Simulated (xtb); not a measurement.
B(CCH)2(OMe) (C5H5BO), SMILES C#CB(C#C)OC. All values are semi-empirical tight-binding results from xtb (GFN2-xTB unless named), good for trends rather than for accurate numbers. Coordinates come from a GFN2-xTB optimisation. One conformer was computed; it need not be the lowest.

Optimised geometry:

```xyz
12

B     -0.1526    -0.1088     0.0796
C     -1.0150    -0.5985     1.2398
C     -1.6715    -0.9606     2.1800
H     -2.2507    -1.2842     2.9962
C      0.9838     0.8708     0.3944
C      1.8780     1.6400     0.6306
H      2.6562     2.3120     0.8542
O     -0.4363    -0.5616    -1.1442
C      0.2534    -0.2160    -2.3125
H      0.6620    -1.1261    -2.7594
H     -0.4530     0.2338    -3.0151
H      1.0669     0.4882    -2.1144
```
Charge 0, spin multiplicity 1.

```yaml
point_group_as_xtb_finds_it: Cs
orbital_gap: 4.36 eV
dipole_moment: 1.55 D
zero_point_energy: 51.7 kcal/mol
G − E(el) at 298.15 K (modified RRHO): 30.9 kcal/mol
static polarisability (D4 model): 68.5 bohr³
solvation energy, GFN2-xTB/ALPB(water): -2.1 kcal/mol
solvation energy, GFN2-xTB/ALPB(dmf): -8.2 kcal/mol
```

Give the IR lines (harmonic; lines under 4 % of the strongest left out, lines within 3 cm⁻¹ merged). (The exact figures need the calculation; the answer reports its results.)

ν (cm⁻¹): 544 (w), 682 (w), 709 (m), 1034 (w), 1107 (m), 1156 (w), 1319 (vs), 1416 (w), 2211 (w), 2218 (w), 2952 (w), 2960 (w), 2974 (w) (against the strongest line: vs over 80 %, s over 45 %, m over 15 %, w over 4 %, vw less)

Computed atomic charges and the Wiberg bond orders between heavy atoms:
charges (e) B1 0.34, C2 -0.09, C3 -0.08, H4 0.07, C5 -0.10, C6 -0.09, H7 0.07, O8 -0.28, C9 0.03, H10 0.05, H11 0.05, H12 0.04. Bond orders B1–C2 1.00, C2–C3 2.89, B1–C5 0.99, C5–C6 2.89, B1–O8 1.26, O8–C9 0.99.
